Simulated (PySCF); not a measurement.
SMILES CC(C)[SiH2][SiH2]CC (C5H16Si2), GFN2-xTB optimised geometry.

```
23

C      2.86    -0.88     1.19
C      2.27    -1.63     0.00
Si     0.36    -1.63     0.00
Si    -0.43     0.55     0.00
C     -2.32     0.60    -0.30
C     -2.68     0.00    -1.65
C     -2.86     2.02    -0.19
H      2.54     0.16     1.18
H      2.53    -1.33     2.12
H      3.94    -0.90     1.17
H      2.64    -1.18    -0.92
H      2.64    -2.66     0.01
H     -0.07    -2.40     1.18
H     -0.05    -2.43    -1.16
H     -0.19     1.25     1.27
H      0.19     1.40    -1.03
H     -2.81    -0.01     0.48
H     -2.34    -1.03    -1.73
H     -2.22     0.57    -2.46
H     -3.76     0.01    -1.81
H     -3.94     2.03    -0.34
H     -2.65     2.44     0.79
H     -2.41     2.66    -0.94
```

Density from CAM-B3LYP/def2-SVP in PySCF at that geometry.

Minimum of the electron density along straight lines between bonded atoms, close to the bond critical point (lines longer than 1.1 times the sum of covalent radii, or with two minima, are not listed):

```csv
bond,length / Å,ρ at the minimum / e bohr⁻³,∇²ρ there / e bohr⁻⁵,position (fraction from the first atom)
C1–C2,1.523,0.243,-0.55,0.50
C2–Si3,1.906,0.112,0.31,0.62
Si4–C5,1.914,0.112,0.29,0.38
C5–C6,1.526,0.244,-0.55,0.50
C5–C7,1.525,0.244,-0.55,0.50
C1–H8,1.089,0.277,-1.02,0.63
C1–H9,1.088,0.277,-1.02,0.63
C1–H10,1.089,0.276,-1.02,0.63
C2–H11,1.092,0.272,-0.97,0.62
Si3–H13,1.473,0.114,0.33,0.49
Si3–H14,1.473,0.114,0.33,0.49
Si4–H15,1.474,0.114,0.32,0.49
Si4–H16,1.475,0.114,0.32,0.49
C5–H17,1.096,0.271,-0.96,0.62
C6–H18,1.088,0.277,-1.02,0.63
C6–H19,1.089,0.276,-1.02,0.63
C6–H20,1.090,0.275,-1.01,0.63
C7–H21,1.090,0.275,-1.01,0.63
C7–H22,1.088,0.277,-1.03,0.63
C7–H23,1.088,0.277,-1.02,0.63
```
